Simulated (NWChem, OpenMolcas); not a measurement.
C2HCl2Si (SMILES C#C[Si](Cl)Cl): the dipole moment, rung by rung

C2HCl2Si: 6 atoms, total charge 0, spin state doublet. SMILES: `C#C[Si](Cl)Cl`. The coordinates come from a PBE0-D4/def2-TZVP relaxation.

Each level gives the dipole moment (D). The values are calculated.

```json
{"level": "UHF/cc-pVDZ", "kind": "Hartree–Fock", "program": "OpenMolcas", "value (D)": "2.37", "CPU time": "11 s"}
{"level": "USVWN5/cc-pVDZ", "kind": "LDA", "program": "OpenMolcas", "value (D)": "1.75", "CPU time": "21 s"}
{"level": "U-revPBE/cc-pVDZ", "kind": "GGA", "program": "OpenMolcas", "value (D)": "1.77", "CPU time": "35 s"}
{"level": "UBLYP/cc-pVDZ", "kind": "GGA", "program": "OpenMolcas", "value (D)": "1.71", "CPU time": "37 s"}
{"level": "UPBE/cc-pVDZ", "kind": "GGA", "program": "OpenMolcas", "value (D)": "1.76", "CPU time": "36 s"}
{"level": "UBHLYP/cc-pVDZ", "kind": "global hybrid", "program": "OpenMolcas", "value (D)": "2.09", "CPU time": "36 s"}
{"level": "UM06-2X/cc-pVDZ", "kind": "hybrid meta-GGA", "program": "NWChem", "value (D)": "2.01", "CPU time": "2.7 min"}
{"level": "UPBE0/cc-pVDZ", "kind": "global hybrid", "program": "NWChem", "value (D)": "1.97", "CPU time": "2.5 min"}
```

The values span 1.71 to 2.37 D. Magnitudes only. CPU times are rough (shared hosts, several kinds of processor and program).
